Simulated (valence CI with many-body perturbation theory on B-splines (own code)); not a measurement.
The numbers below are computed, except where a source is named.
**From CI to CI+MBPT in La²³⁺**

Method: configuration interaction combined with many-body perturbation theory (CI+MBPT): six valence electrons over a frozen Dirac-Fock core [Ar] 3d10, a basis of 9 s, 9 p, 8 d, 6 f, 3 g, 1 h functions for each j, with the one-electron correlation potential Σ1 (screened to all orders), the two-electron term Σ2, the three-electron term Σ3, Breit, model QED; selected single and double excitations, second order for the rest, scaled by the run's own slope (own B-spline code, finite nucleus).

No measured levels were compared; by estimate levels hold to about 250 cm⁻¹ or 0.2 % of their energy and the worst to 1 %, as in measured heavy ions of charge 2 to 7; those with d or f electrons hold less well. Among the levels kept, up to 930 cm⁻¹ of a level comes from second order outside the variational space, and about a tenth of that is noise between levels of different J, which matters for small intervals.

Each rung adds one term. CI alone is the Dirac-Coulomb CI over the frozen core; QED comes last and gives the full result, which names the levels. Energies are above (4s^2 4p1/2^2 4p3/2^2) J=2 on the same rung, in eV. A blank means that the level has no clear partner on that rung.

Levels are named by their leading jj configuration (3d3/2^4 stands for four electrons in 3d with j = 3/2), which in mixed levels can hold well under half, so a name can repeat and another be missing.

```tsv
Level	CI alone
(4s^2 4p1/2^2 4p3/2^2) J=0	5.58
(4s^2 4p1/2 4p3/2^3) J=1	20.73
(4s^2 4p1/2 4p3/2^3) J=2	23.93
(4s^2 4p3/2^4) J=0	47.29
(4s 4p1/2^2 4p3/2^3) J=2	78.51
(4s 4p1/2^2 4p3/2^3) J=1	84.56
(4s^2 4p1/2^2 4p3/2 4d3/2) J=2	94.07
(4s^2 4p1/2^2 4p3/2 4d3/2) J=0	94.85
(4s^2 4p1/2^2 4p3/2 4d3/2) J=3	95.39
(4s^2 4p1/2^2 4p3/2 4d3/2) J=1	97.68
(4s^2 4p1/2^2 4p3/2 4d5/2) J=4	99.11
(4s 4p1/2 4p3/2^4) J=0	99.96
(4s^2 4p1/2^2 4p3/2 4d5/2) J=2	102.33
(4s 4p1/2 4p3/2^4) J=1	105.25
(4s^2 4p1/2^2 4p3/2 4d5/2) J=3	106.64
(4s^2 4p1/2^2 4p3/2 4d5/2) J=1	110.09
```

Problem. What do these energies become with core correlation, Breit and QED?

Solution. (4s^2 4p1/2^2 4p3/2^2) J=0 5.48 (-0.097); (4s^2 4p1/2 4p3/2^3) J=1 20.74 (+0.005); (4s^2 4p1/2 4p3/2^3) J=2 23.86 (-0.079); (4s^2 4p3/2^4) J=0 47.16 (-0.126); (4s 4p1/2^2 4p3/2^3) J=2 78.42 (-0.090); (4s 4p1/2^2 4p3/2^3) J=1 84.34 (-0.221); (4s^2 4p1/2^2 4p3/2 4d3/2) J=2 93.80 (-0.267); (4s^2 4p1/2^2 4p3/2 4d3/2) J=0 94.62 (-0.226); (4s^2 4p1/2^2 4p3/2 4d3/2) J=3 95.10 (-0.292); (4s^2 4p1/2^2 4p3/2 4d3/2) J=1 97.28 (-0.401); (4s^2 4p1/2^2 4p3/2 4d5/2) J=4 98.75 (-0.364); (4s 4p1/2 4p3/2^4) J=0 99.86 (-0.096); (4s^2 4p1/2^2 4p3/2 4d5/2) J=2 101.85 (-0.473); (4s 4p1/2 4p3/2^4) J=1 104.92 (-0.326); (4s^2 4p1/2^2 4p3/2 4d5/2) J=3 106.09 (-0.554); (4s^2 4p1/2^2 4p3/2 4d5/2) J=1 109.56 (-0.529).

Problem. How does the ionisation energy move along the ladder, and which term matters most?

Solution. CI alone 770.54, + Σ1 771.81, + Σ2 771.98, + Σ3 771.65, + Breit 771.24, + QED 771.23 eV. The largest step is Σ1, 1.27 eV. NIST lists 770 ± 4 eV (theoretical).
